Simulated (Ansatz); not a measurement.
One change: `[O]=[Nb]([OH])([OH])[OH]` becomes `[O]=[Nb]([OH])([OH])[F]`.

Ansatz, PBE0-D4/def2-TZVP geometries, multiplicity 1. Each molecule was computed in one conformer, which needn't be the lowest.

Elements past krypton have def2 core potentials.

```
                                          property  `[O]=[Nb]([OH])([OH])[OH]`
size of the dipole moment (ωB97M-V/def2-TZVPP) / D                        0.42
                HOMO energy (PBE0/def2-TZVPP) / eV                       -9.32
               LUMO energy (B3LYP/def2-TZVPP) / eV                       -0.96
               HOMO–LUMO gap (PBE/def2-TZVPP) / eV                        6.06
             LUMO energy (ωB97M-V/def2-TZVPP) / eV                        0.73
               HOMO energy (B3LYP/def2-TZVPP) / eV                       -9.05
```

Problem. Give the same properties after the change, and the shifts. (An estimate is asked.)

Solution. Computed: 
```tsv
property	`[O]=[Nb]([OH])([OH])[F]`	shift
size of the dipole moment (ωB97M-V/def2-TZVPP) / D	2.16	1.74
HOMO energy (PBE0/def2-TZVPP) / eV	-9.79	-0.47
LUMO energy (B3LYP/def2-TZVPP) / eV	-1.46	-0.50
HOMO–LUMO gap (PBE/def2-TZVPP) / eV	6.05	-0.01
LUMO energy (ωB97M-V/def2-TZVPP) / eV	0.58	-0.15
HOMO energy (B3LYP/def2-TZVPP) / eV	-9.53	-0.48
```

The zero-point energy changes by -28.1 kJ/mol with -3 modes. Dipoles are sizes alone; their direction can turn.

B3LYP here is the variant with VWN-RPA as its local correlation; programs differ in this.
